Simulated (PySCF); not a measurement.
# Relaxation of singlet [YF4]-

Computed with PBE/[Y def2-SVPD with ECP28, F def2-SVPD], scalar-relativistic core potentials, density fitting, no spin–orbit coupling, PySCF. A (50,194) grid was used.

A hand-made square planar start, of D4h symmetry, held to at least that symmetry:

```xyz
5
charge -1 multiplicity 1, angstrom
Y     0.0000    0.0000    0.0000
F     2.2700    0.0000    0.0000
F     0.0000    2.2700    0.0000
F    -2.2700    0.0000    0.0000
F     0.0000   -2.2700    0.0000
```

What forces act on the atoms at the start (eV/Å)?


```csv
atom,Fx,Fy,Fz
Y1,0.00,0.00,0.00
F2,-1.88,0.00,0.00
F3,0.00,-1.88,0.00
F4,1.88,0.00,0.00
F5,0.00,1.88,0.00
```

What does it relax to?

It ends at D4h with Y–F 2.108 Å (×4); F–Y–F 90.0° (×4), F–Y–F 180.0° (×2) (after a last refinement on a finer grid). A frequency run shows 1 imaginary mode, down to 119i cm⁻¹, so it is a saddle point.

How much energy is released, and in how many steps?

66.6 kJ/mol in 4 steps.

Stability towards spin polarisation was not tested.
